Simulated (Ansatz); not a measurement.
The cluster ScSi4⁻, 5 atoms. Hardware: 4 threads of Arm Neoverse V1 on a shared host.

Correlated methods freeze 25 core orbitals; core or outer-core shells of Sc are correlated, in sets that lack core-valence functions.

(1) How many basis functions does each of these Ansatz runs have, and roughly what does it cost? PBE-D4/def2-TZVPD, charge -1 singlet, energy and forces, from earlier orbitals; ωB97M-V/def2-TZVPD, charge -1 singlet, energy, from earlier orbitals; CCSD(T)/def2-TZVPPD, charge -1 singlet, energy, from earlier orbitals; r2SCANh-D4/def2-TZVPD, charge -1 singlet, energy, from earlier orbitals; revPBE-D4/def2-TZVPD, charge -1 singlet, energy, from earlier orbitals; PBE0-D4/def2-TZVPD, charge -1 singlet, energy, from earlier orbitals; r2SCAN-D4/def2-TZVPD, charge -1 singlet, energy, from earlier orbitals; MP2/def2-TZVPD, charge -1 singlet, energy, from earlier orbitals; r2SCAN-D4/def2-SVPD, charge -1 singlet, relaxation, 15 steps.

Answers

(1) Other jobs shared the machine, so times can vary by a factor of up to 3. A dash marks memory too small to be measured apart from the calling script's.

```json
{"run": "revPBE-D4/def2-TZVPD, charge -1 singlet, energy, from earlier orbitals", "functions": "220", "fitting or Cholesky vectors": "1571", "wall time": "3.1 s", "peak host memory (GiB)": "–"}
{"run": "PBE-D4/def2-TZVPD, charge -1 singlet, energy and forces, from earlier orbitals", "functions": "220", "fitting or Cholesky vectors": "1571", "wall time": "3.6 s", "peak host memory (GiB)": "–"}
{"run": "r2SCAN-D4/def2-TZVPD, charge -1 singlet, energy, from earlier orbitals", "functions": "220", "fitting or Cholesky vectors": "1571", "wall time": "7 s", "peak host memory (GiB)": "–"}
{"run": "PBE0-D4/def2-TZVPD, charge -1 singlet, energy, from earlier orbitals", "functions": "220", "fitting or Cholesky vectors": "1744", "wall time": "8 s", "peak host memory (GiB)": "0.79"}
{"run": "r2SCANh-D4/def2-TZVPD, charge -1 singlet, energy, from earlier orbitals", "functions": "220", "fitting or Cholesky vectors": "1606", "wall time": "9.5 s", "peak host memory (GiB)": "0.82"}
{"run": "MP2/def2-TZVPD, charge -1 singlet, energy, from earlier orbitals", "functions": "220", "fitting or Cholesky vectors": "1488", "wall time": "21 s", "peak host memory (GiB)": "0.93"}
{"run": "r2SCAN-D4/def2-SVPD, charge -1 singlet, relaxation, 15 steps", "functions": "130", "fitting or Cholesky vectors": "1301", "wall time": "44 s", "peak host memory (GiB)": "–"}
{"run": "ωB97M-V/def2-TZVPD, charge -1 singlet, energy, from earlier orbitals", "functions": "220", "fitting or Cholesky vectors": "1660", "wall time": "49 s", "peak host memory (GiB)": "1.3"}
{"run": "CCSD(T)/def2-TZVPPD, charge -1 singlet, energy, from earlier orbitals", "functions": "259", "fitting or Cholesky vectors": "1575", "wall time": "11 min", "peak host memory (GiB)": "2.3"}
```
